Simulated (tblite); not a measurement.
Compound: C7H6FO (doublet state).
Cartesian coordinates in Å at the GFN2-xTB level; atoms count from 1:
```xyz
15
C7H6FO angstrom
O      3.0877    1.1989   -0.2366
C      2.4474    0.1870   -0.1222
C      0.9760    0.1330   -0.0549
C      0.2290    1.3315   -0.1238
C     -1.1688    1.2937   -0.0593
C     -1.8478    0.1251    0.0689
C     -1.1609   -1.1971    0.1488
C      0.3158   -1.0558    0.0738
F      0.9948   -2.2187    0.1435
H      2.9391   -0.8010   -0.0587
H      0.7670    2.2585   -0.2260
H     -1.7149    2.2238   -0.1138
H     -2.9255    0.1109    0.1167
H     -1.5095   -1.8620   -0.6584
H     -1.4339   -1.7198    1.0801
```

All values are computed: GFN2-xTB (tblite) harmonic vibrations without scaling, gas phase. Errors from tens to a few hundred cm⁻¹ against measured bands are possible. One conformer, not necessarily the lowest. Open shells enter through the occupations alone, without spin polarisation, and single modes of such species can be off by tens of per cent.

Harmonic wavenumbers (cm⁻¹): 92.0, 115.9, 165.8, 186.3, 316.8, 320.1, 432.1, 467.0, 482.0, 517.6, 588.7, 695.7, 782.3, 789.6, 801.3, 889.0, 923.4, 925.7, 988.5, 1062.7, 1099.5, 1143.0, 1169.7, 1175.5, 1229.3, 1322.6, 1357.8, 1389.6, 1402.0, 1416.6, 1520.5, 1590.1, 1752.1, 2798.1, 2807.5, 2866.3, 3084.6, 3098.5, 3126.7.

A = 2501, B = 1518, C = 949.9 MHz; mass 125.040 u (most abundant isotopes); point group Cs, symmetry number 1; spin multiplicity 2.

Zero-point energy?

Half the sum of the wavenumbers: 23446 cm⁻¹ = 67.04 kcal/mol.

What is S at 298.15 K and 1 bar for an ideal gas of classical rigid rotors and harmonic oscillators?

Translation 40.41, rotation 28.88, vibration 19.45, spin (R ln 2) 1.38: S = 90.1 cal/(mol K).

And Cp and H(298.15 K) − H(0)?

Cp = 32.02 cal/(mol K), of which vibrations give 24.07 (their classical limit is 39 R = 77.5); H(298.15 K) − H(0) = 5.71 kcal/mol without the zero-point energy, 3.34 from vibrations.

Blend soft modes into free rotors: weight 1/[1 + (100 cm⁻¹/ν̃)⁴] for the oscillator and the rest for a rotor with moment μB/(μ + B), μ = h/(8π²ν), B = 10⁻⁴⁴ kg m². What vibrational entropy results?

18.88 cal/(mol K) in place of 19.45, which changes −T·S at 298.15 K by +0.17 kcal/mol.

Which modes carry the vibrational entropy at 298.15 K?

92.0 cm⁻¹: 3.62; 115.9 cm⁻¹: 3.17; 165.8 cm⁻¹: 2.48; 186.3 cm⁻¹: 2.26; 316.8 cm⁻¹: 1.33; 320.1 cm⁻¹: 1.31 cal/(mol K); the other 33 give 5.28 together.

What must be added to the electronic energy to get the Gibbs energy at 298.15 K and 1 bar?

ZPE + [H(298.15 K) − H(0)] − T·S = 67.04 + 5.71 − 26.87 = 45.88 kcal/mol.

Hindered rotation and anharmonicity are outside this model. Other conformers, if any are populated, would add a mixing term that is left out.
